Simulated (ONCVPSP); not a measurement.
# Configuration tests for vanadium (ONCV)

V, optimised norm-conserving Vanderbilt (ONCV), made with ONCVPSP 4.0.1 (PW91, scalar-relativistic). Core [Ne], reference 3s2 3p6 3d3 (charge +2). Waves: 3s: rc 1.00 bohr, ncon 4, nbas 8, qcut 6.9 1/bohr, 2 projectors, debl 0.5 Ha; 3p: rc 1.55 bohr, ncon 4, nbas 9, qcut 8.9 1/bohr, 2 projectors, debl 1.7 Ha; 3d: rc 2.30 bohr, ncon 4, nbas 7, qcut 5.8 1/bohr, 2 projectors, debl 2.8 Ha. Local part: polynomial inside 0.95 bohr (lpopt 5, dvloc0 3 Ha). Core correction: Teter function, fcfact 2.75, rcfact 1.55.

In the s channel the program set the typed energies aside and used -3.190, 0.250 Ha. In the p channel the program set the typed energies aside and used -2.229, 0.250 Ha.

Energies are relative to the spin-unpolarised reference configuration 3s2 3p6 3d3; without spin polarisation the order of configurations can differ from experiment.

```csv
valence configuration,charge,ΔE all-electron (eV),error AE − PS (meV)
3s2 3p6 3d3 4s1,+1,-14.324,-4.9
3s2 3p6 3d2,+3,28.996,+378
3s2 3p6 3d2 4s2,+1,-11.056,+365
```

(1) What are ΔE and the potential's error for 3s2 3p6 3d3 4s2?

Levels in the configuration 3s2 3p6 3d2:

```json
{"level": "3s", "all-electron (eV)": "-103.851", "pseudo (eV)": "-103.154"}
{"level": "3p", "all-electron (eV)": "-77.387", "pseudo (eV)": "-76.761"}
{"level": "3d", "all-electron (eV)": "-37.069", "pseudo (eV)": "-36.152"}
```

## Answers

(1) ΔE = -22.110 eV all-electron; the error (AE − PS) is -5.6 meV.
